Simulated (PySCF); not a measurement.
## Dipole moment and polarisability of `C[C@H]1CN[SiH2]N1`

Species: C3H10N2Si.
Cartesian coordinates in Å at the PBE0-D3(BJ)/def2-SVP level; atoms count from 1:
```
atom  x, y, z in Å
C1    -1.7777    0.1874    0.2291
C2    -0.3088    0.0618    0.5908
C3     0.4451   -0.8966   -0.3385
N4     1.8575   -0.5914   -0.1994
Si5    2.0841    1.0948    0.1541
N6     0.3945    1.3345    0.4811
H7    -2.2819   -0.7909    0.2729
H8    -1.8870    0.5993   -0.7860
H9    -2.2997    0.8600    0.9278
H10   -0.2367   -0.3506    1.6209
H11    0.0706   -0.7540   -1.3746
H12    0.2264   -1.9402   -0.0523
H13    2.4874   -1.1529   -0.7570
H14    3.0290    1.3235    1.2981
H15    2.5824    1.9579   -0.9687
H16    0.0196    2.0851    1.0476
```

Level: PBE0/def2-SVPD (PySCF), static field, nuclei fixed, core orbitals frozen in the response. The polarisability tensor in these axes (au):

```
x   87.34  6.10 -0.52
y    6.10 75.43  1.39
z   -0.52  1.39 68.20
```

Task: Give the principal values, the mean and the anisotropy Δα = √{½[(α1 − α2)² + (α2 − α3)² + (α1 − α3)²]}.

Result: Principal values 67.77, 73.29 and 89.91 au; mean 76.99 au = 11.41 Å³ = 12.69 × 10⁻⁴⁰ C²·m²/J; Δα = 19.96 au (26 % of the mean).

Task: What is the dipole moment, and where does it point?

Result: (-0.68, -0.51, 0.02) D, 0.85 D in size, pointing from the negative to the positive side. Measured along this direction, the outermost atoms are H15 and H14 at the negative end and H7 at the positive end.

Task: Estimate the molar refractivity from the static electronic polarisability.

Result: Lorentz–Lorenz: R = (4π/3)N_A α = 2.5225 cm³/(mol·Å³) × 11.41 Å³ = 28.8 cm³/mol, in the limit of long wavelengths.

Task: Along which axes do the principal values lie, and how far do the nuclei extend along each?

Result: Largest value along (0.92, 0.39, 0.00), where the nuclei span 5.72 Å; middle along (-0.37, 0.88, 0.28), 4.29 Å; least along (0.11, -0.26, 0.96), 2.78 Å. The response follows the extents in order.

Task: In a dilute gas of rigid molecules at 298 K, how does the orientational term μ²/3kT compare with the electronic polarisability?

Result: In Gaussian units μ²/3kT = 5.87 Å³ against 11.41 Å³, a ratio of 0.51; the Debye molar polarisation (4π/3)N_A(α + μ²/3kT) is 43.6 cm³/mol, leaving out the vibrational part.

Isolated species at its PBE0-D3(BJ)/def2-SVP geometry (one conformer only).

These values come from a run that also computed excited states. The run took about 40 s of CPU time (one thread, shared machine).
